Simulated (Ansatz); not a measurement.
Ansatz (a first-principles code) input (B3LYP-D3(BJ)/def2-TZVP):

Ansatz 0.2 input:
```yaml
crystal:
  periodic: [false, false, false]
  atoms:
    - {symbol: Si, position_ang: [1.14764730, 0.32834843, 0.09608267]}
    - {symbol: O, position_ang: [-0.16972258, -0.45662396, -0.45588182]}
    - {symbol: C, position_ang: [-1.46602549, -0.43841182, -0.15933858]}
    - {symbol: H, position_ang: [2.14687990, -0.28034716, -0.76436442]}
    - {symbol: H, position_ang: [1.34482110, 0.06753843, 1.52566954]}
    - {symbol: H, position_ang: [1.00071520, 1.77645533, -0.08309376]}
    - {symbol: H, position_ang: [-1.84742910, 0.20825188, 0.60709030]}
    - {symbol: H, position_ang: [-2.09962661, -1.09383266, -0.72322683]}
basis:
  gaussian:
    orbitals: def2-TZVP
hamiltonian:
  xc: b3lyp
  dispersion: d3bj
magnetization: {spin_polarized: true, initial_magnetization: 1}
relax: {f_tol: 0.002, max_steps: 150}
```

End of the output:

```
0.48 GiB of device memory are held for the factors and their scratch space
mean field: 0.49 GiB planned
mean field -11044.36361405 eV, -405.8728766776 hartree, gradient 9.7e-6 eV, S^2 0.753746; 0 other end points of the search recorded, 0 dependent functions left out
the calculation of the forces begins
reference -11044.36386363 eV, -405.8728858495 hartree; 17, 16 occupied and 112, 113 virtual orbitals, 812 factors
relax step  18: F+E_penalty+E_count = -11044.57800796 eV  Δ(F+E_penalty+E_count) = -2.062e-5 eV  max|allowed force component| = 9.548e-3 eV/Å  Δτ_max = 0.0104 Å  (33 SCF iters, accepted)
these checks for a lower state are left out or cut short: starts, cluster_reference, orbital_swaps, neighbouring_geometries, increment
integrals: 0.04 GiB planned
812 factors; their error is unknown
0.20 GiB of the device are held for the grids
0.48 GiB of device memory are held for the factors and their scratch space
mean field: 0.50 GiB planned
mean field -11044.36360819 eV, -405.8728764623 hartree, gradient 1.6e-5 eV, S^2 0.753744; 0 other end points of the search recorded, 0 dependent functions left out
the calculation of the forces begins
reference -11044.36385775 eV, -405.8728856335 hartree; 17, 16 occupied and 112, 113 virtual orbitals, 812 factors
relax step  19: F+E_penalty+E_count = -11044.57801371 eV  Δ(F+E_penalty+E_count) = -5.749e-6 eV  max|allowed force component| = 2.684e-3 eV/Å  Δτ_max = 0.0058 Å  (25 SCF iters, accepted)
these checks for a lower state are left out or cut short: starts, cluster_reference, orbital_swaps, neighbouring_geometries, increment
integrals: 0.04 GiB planned
812 factors; their error is unknown
0.20 GiB of the device are held for the grids
0.48 GiB of device memory are held for the factors and their scratch space
mean field: 0.50 GiB planned
mean field -11044.36360295 eV, -405.8728762698 hartree, gradient 1.0e-5 eV, S^2 0.753744; 0 other end points of the search recorded, 0 dependent functions left out
the calculation of the forces begins
reference -11044.36385251 eV, -405.8728854410 hartree; 17, 16 occupied and 112, 113 virtual orbitals, 812 factors
relax step  20: F+E_penalty+E_count = -11044.57801428 eV  Δ(F+E_penalty+E_count) = -5.652e-7 eV  max|allowed force component| = 1.087e-3 eV/Å  Δτ_max = 0.0008 Å  (23 SCF iters, accepted)
integrals: 0.04 GiB planned
812 factors; their error is unknown
0.20 GiB of the device are held for the grids
0.48 GiB of device memory are held for the factors and their scratch space
mean field: 0.50 GiB planned
mean field evaluation 160: about -11044.3636 eV, gradient 2.4e-2 eV
mean field -11044.36360295 eV, -405.8728762698 hartree, gradient 1.0e-5 eV, S^2 0.753744; 1 other end points of the search recorded, 0 dependent functions left out
the calculation of the forces begins
reference -11044.36385251 eV, -405.8728854410 hartree; 17, 16 occupied and 112, 113 virtual orbitals, 812 factors
Total energy: -11044.57826384 eV, -405.8807649120 hartree
Atom 0 at     1.121818     0.264275     0.096983 Å, force     0.000084     0.000099     0.000369 eV/Å
Atom 1 at    -0.165753    -0.606194    -0.491173 Å, force    -0.000392    -0.000454    -0.000378 eV/Å
Atom 2 at    -1.454605    -0.448108    -0.097513 Å, force     0.001087     0.000051     0.000000 eV/Å
Atom 3 at     2.266241    -0.078989    -0.766384 Å, force     0.000106     0.000062    -0.000182 eV/Å
Atom 4 at     1.395909    -0.104907     1.504407 Å, force    -0.000038    -0.000001     0.000222 eV/Å
Atom 5 at     0.819110     1.713940     0.028338 Å, force    -0.000085     0.000161    -0.000075 eV/Å
Atom 6 at    -1.766253     0.507812     0.306931 Å, force    -0.000185    -0.000053    -0.000028 eV/Å
Atom 7 at    -2.159207    -1.136450    -0.538652 Å, force    -0.000577     0.000135     0.000071 eV/Å
Dipole moment:     0.013187     0.142608     0.049031 e Å
```

It need not be the lowest isomer of its formula.
